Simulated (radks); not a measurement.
Valence configurations of Dy II (all share [Xe]). Calculated with a radial shooting solver on a logarithmic mesh with Libxc functionals: Dirac Kohn-Sham, LDA (Slater exchange, Perdew-Wang correlation), spin-unpolarised, spherical densities, point nucleus; open shells are shared between the two j in proportion to 2j + 1. Energies are relative to 4f10 6s1; eigenvalues in eV.

valence          E (eV)  e(4f5/2)  e(4f7/2)  e(5d3/2)  e(5d5/2)  e(6p1/2)
4f10 6s1          0.000   -10.319    -9.437         -         -         -
4f10.5 6s0.5      0.320    -6.937    -6.088         -         -         -
4f11              1.745    -4.360    -3.542         -         -         -
4f10 5d1          2.148    -8.682    -7.803    -6.191    -5.955         -
4f9.5 5d1 6s0.5   2.762   -12.313   -11.401    -7.395    -7.110         -
4f10 6p1          3.549   -11.649   -10.767         -         -    -6.558
4f9 6s2           3.949   -18.708   -17.762         -         -         -
4f8 5d1 6s2      14.909   -25.875   -24.867   -11.730   -11.270         -
4f8 5d2 6s1      15.043   -23.389   -22.382   -10.114    -9.697         -
4f8 5d1 6s1 6p1  19.316   -27.153   -26.144   -12.768   -12.292    -7.872

NIST lists [Xe] 4f10 6s1 as the ground configuration; this level of theory agrees among the configurations tried. The energies are those of spherical spin-averaged densities, not of single terms.
